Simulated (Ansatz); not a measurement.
C2H3AlS2, SMILES `C=[C]1[AlH][S]S1` at its PBE0-D4/def2-TZVP geometry, where that method's forces vanish. Total charge 0; spin multiplicity 1.

```xyz
8

C    -0.3060   -0.2780   -1.5389
C    -0.0561   -0.2693   -0.2302
Al    0.2751    0.9850    1.2084
S     0.4576   -0.7113    2.5689
S     0.0666   -1.7355    0.7619
H    -0.3681    0.6562   -2.0866
H    -0.4570   -1.1878   -2.1146
H     0.3880    2.5407    1.4311
```

Question: What forces (eV/Å) does ωB97M-V/def2-TZVPP give on these atoms in Ansatz 0.2.0? (Best estimate.)

Answer: Computed: 
```
C1   0.009  0.020  0.041
C2  -0.028  0.179 -0.192
Al3  0.013  0.184  0.026
S4   0.015  0.079  0.061
S5  -0.015 -0.260 -0.017
H6   0.005 -0.075  0.043
H7   0.015  0.055  0.065
H8  -0.013 -0.183 -0.027
```
